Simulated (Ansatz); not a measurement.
Ansatz (a first-principles code) input (B3LYP/6-311+G**): The .json file is the Basis Set Exchange's 6-311+G**.

Ansatz 0.2 input:
```yaml
crystal:
  periodic: [false, false, false]
  atoms:
    - {symbol: C, position_ang: [-1.40200846, -0.06372100, -0.07884553]}
    - {symbol: C, position_ang: [-0.83433440, -1.40913212, -0.05532326]}
    - {symbol: C, position_ang: [0.49524471, -1.42546253, 0.01897867]}
    - {symbol: C, position_ang: [1.29915314, -0.11273744, 0.07200857]}
    - {symbol: S, position_ang: [0.10258685, 1.25806178, 0.01344965]}
    - {symbol: H, position_ang: [-1.94183446, 0.17935240, -0.99729568]}
    - {symbol: H, position_ang: [-2.04109697, 0.16848289, 0.77654600]}
    - {symbol: H, position_ang: [1.09880002, -2.33585798, 0.04717445]}
    - {symbol: H, position_ang: [1.89794005, -0.04271835, 0.98912731]}
    - {symbol: H, position_ang: [1.99647189, -0.03192885, -0.77165710]}
basis:
  gaussian:
    orbitals: 6-311+G__.json
hamiltonian:
  xc: {name: B3LYP}
total_charge: -1
output: {forces: true}
```

Output:

```
Functional definition: B3LYP
integrals: 0.08 GiB planned
1212 factors; their error is unknown
mean field: 0.67 GiB planned
mean field evaluation 1: about -15056.9356 eV, gradient 5.6e1 eV
mean field evaluation 2: about -14956.3670 eV, gradient 1.5e2 eV
mean field evaluation 4: about -15065.1675 eV, gradient 1.1e1 eV
mean field evaluation 8: about -15065.4918 eV, gradient 1.6e-1 eV
mean field evaluation 16: about -15065.4685 eV, gradient 3.7e-4 eV
mean field -15065.46854966 eV, -553.6457574588 hartree, gradient 2.3e-5 eV, S^2 0.000000; 0 other end points of the search recorded, 0 dependent functions left out
the calculation of the forces begins
reference -15065.46884343 eV, -553.6457682545 hartree; 23, 23 occupied and 126, 126 virtual orbitals, 1212 factors
Total energy: -15065.46884343 eV, -553.6457682545 hartree
Atom 0 at    -1.402008    -0.063721    -0.078846 Å, force    -0.187171     0.025810    -0.010316 eV/Å
Atom 1 at    -0.834334    -1.409132    -0.055323 Å, force    -0.141823    -0.048469    -0.008233 eV/Å
Atom 2 at     0.495245    -1.425463     0.018979 Å, force     0.222149    -0.134959     0.011604 eV/Å
Atom 3 at     1.299153    -0.112737     0.072009 Å, force     0.184643    -0.095965     0.009744 eV/Å
Atom 4 at     0.102587     1.258062     0.013450 Å, force    -0.055289     0.280380    -0.001376 eV/Å
Atom 5 at    -1.941834     0.179352    -0.997296 Å, force    -0.026612     0.006021    -0.040190 eV/Å
Atom 6 at    -2.041097     0.168483     0.776546 Å, force    -0.030933     0.005548     0.037041 eV/Å
Atom 7 at     1.098800    -2.335858     0.047174 Å, force     0.008835    -0.034596     0.000282 eV/Å
Atom 8 at     1.897940    -0.042718     0.989127 Å, force     0.011081    -0.002106     0.036810 eV/Å
Atom 9 at     1.996472    -0.031929    -0.771657 Å, force     0.015120    -0.001664    -0.035367 eV/Å
Dipole moment:     0.389205     0.479236     0.024716 e Å
```

The dipole moment of an ion depends on the origin.

The geometry given is a B3LYP-D3(BJ)/def2-TZVP minimum.
